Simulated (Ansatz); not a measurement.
```yaml
crystal:
  periodic: [false, false, false]
  atoms:
    - {symbol: C, position_ang: [-1.110629, 0.503800, -1.465361]}
    - {symbol: Si, position_ang: [-0.132131, 0.075861, 0.224509]}
    - {symbol: C, position_ang: [1.562194, 0.822241, 0.165505]}
    - {symbol: C, position_ang: [-0.083964, -1.804261, -0.076197]}
    - {symbol: N, position_ang: [-0.816333, 0.558452, 1.737311]}
    - {symbol: H, position_ang: [-0.517066, 0.231896, -2.250929]}
    - {symbol: H, position_ang: [-1.925883, 0.245683, -1.514354]}
    - {symbol: H, position_ang: [-0.954355, 1.691448, -1.490282]}
    - {symbol: H, position_ang: [2.148407, 0.422246, -0.661931]}
    - {symbol: H, position_ang: [2.237296, 0.449719, 1.114977]}
    - {symbol: H, position_ang: [1.508782, 1.800490, 0.243767]}
    - {symbol: H, position_ang: [0.363983, -2.211091, 1.138002]}
    - {symbol: H, position_ang: [0.439899, -2.345707, -0.771454]}
    - {symbol: H, position_ang: [-1.077576, -2.157468, 0.165373]}
    - {symbol: H, position_ang: [-0.850950, 1.515804, 1.814776]}
    - {symbol: H, position_ang: [-1.773985, 0.089168, 1.704666]}
basis:
  gaussian: {orbitals: x2c-TZVPPall}
hamiltonian: {xc: {name: SPW92}}
scf: {lower_state_search: light}
relax: {f_tol: 0.0001, max_steps: 3}
output: {forces: true}
```

```sh
$ ansatz run in.yaml --threads 8 --pin off --events-out ev --progress --plain --max-ram 18278MiB
```

It prints (some lines left out):

```
Functional definition: SPW92
1646 factors; their error is unknown
mean field evaluation 1: about -12566.9029 eV, gradient 1.3e2 eV
mean field evaluation 2: about -12511.1192 eV, gradient 1.8e2 eV
mean field evaluation 4: about -12600.4306 eV, gradient 1.8e1 eV
mean field evaluation 8: about -12601.1291 eV, gradient 1.6e-1 eV
mean field evaluation 16: about -12601.0960 eV, gradient 8.4e-3 eV
mean field -12601.09603456 eV, -463.0817379403 hartree, gradient 3.4e-5 eV, S^2 0.000000; 0 other end points of the search recorded, 0 dependent functions left out
reference -12601.09607943 eV, -463.0817395894 hartree; 25, 25 occupied and 295, 295 virtual orbitals, 1646 factors
relax step   1: F+E_penalty+E_count = -12601.09603456 eV  Δ(F+E_penalty+E_count) = +0.000e0 eV  max|allowed force component| = 1.553e1 eV/Å  Δτ_max = 0.0000 Å  (31 SCF iters, accepted)
1646 factors; their error is unknown
mean field -12604.62045339 eV, -463.2112579435 hartree, gradient 1.6e-5 eV, S^2 0.000000; 0 other end points of the search recorded, 0 dependent functions left out
reference -12604.62049909 eV, -463.2112596231 hartree; 25, 25 occupied and 295, 295 virtual orbitals, 1646 factors
relax step   2: F+E_penalty+E_count = -12604.62045339 eV  Δ(F+E_penalty+E_count) = -3.524e0 eV  max|allowed force component| = 2.844e0 eV/Å  Δτ_max = 0.1930 Å  (36 SCF iters, accepted)
1646 factors; their error is unknown
mean field -12605.04433888 eV, -463.2268354480 hartree, gradient 2.2e-5 eV, S^2 0.000000; 0 other end points of the search recorded, 0 dependent functions left out
reference -12605.04438496 eV, -463.2268371415 hartree; 25, 25 occupied and 295, 295 virtual orbitals, 1646 factors
relax step   3: F+E_penalty+E_count = -12605.04433888 eV  Δ(F+E_penalty+E_count) = -4.239e-1 eV  max|allowed force component| = 5.611e-1 eV/Å  Δτ_max = 0.1125 Å  (29 SCF iters, accepted)
Error: geometry relaxation did not converge after 3 steps: max|allowed force component| = 5.61e-1 eV/Å (threshold 1.0e-4). Raise `relax.max_steps` over both its present limit and 3, loosen `relax.f_tol`, or start from a geometry closer to equilibrium. Where this run's directory can be resumed (`checkpoint.write`), a resume goes on for up to `relax.max_steps` more
```

In this input the relaxation is allowed too few steps for its threshold. The calculation stopped without meeting its thresholds.
